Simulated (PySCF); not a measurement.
# Fe⁶⁺: ionisation energy

Fe⁶⁺ [Ar] 3d2 [3d3/2^2, M_J = 2] → Fe⁷⁺ [Ar] 3d1 [3d3/2^1, M_J = 3/2], as a difference of total energies. Computed with PySCF 2.14 in an even-tempered Gaussian basis (18 s from 0.27 bohr⁻², ratio 2.8; 12 p from 0.35 bohr⁻², ratio 2.8; 9 d from 0.35 bohr⁻², ratio 2.8; 4 f from 1.2 bohr⁻², ratio 3), with the two-component X2C-1e Hamiltonian. Correlated levels: [Ne] frozen; the 82 highest virtual spinors dropped. "Screened" scales the spin-orbit matrix elements by Boettger's factors to mimic the two-electron term; Breit and QED terms are absent.

| method | ionisation energy (eV) |
| --- | --- |
| GHF (spin-free) | 124.14 |
| GMP2 (spin-free) | 124.63 |
| GHF (screened spin-orbit) | 124.14 |
| GMP2 (screened spin-orbit) | 124.62 |

Task: How much does correlation contribute at GMP2 (screened spin-orbit)?

Result: 124.62 − (124.14) = 0.48 eV, measured against GHF (screened spin-orbit).

The labels give the starting determinants; with spin-orbit coupling the two ends relaxed to ⟨J²⟩ = 7.59, ⟨L²⟩ = 11.98, ⟨S²⟩ = 1.99 and ⟨J²⟩ = 3.79, ⟨L²⟩ = 6.01, ⟨S²⟩ = 0.75.

The determinant of Fe⁶⁺ mixes levels of different J (the jj label is only the starting occupation), so the difference between spin-free and spin-orbit rows is not the physical spin-orbit shift.

For comparison: 124.97 eV (measured; NIST Atomic Spectra Database, ionization energies).
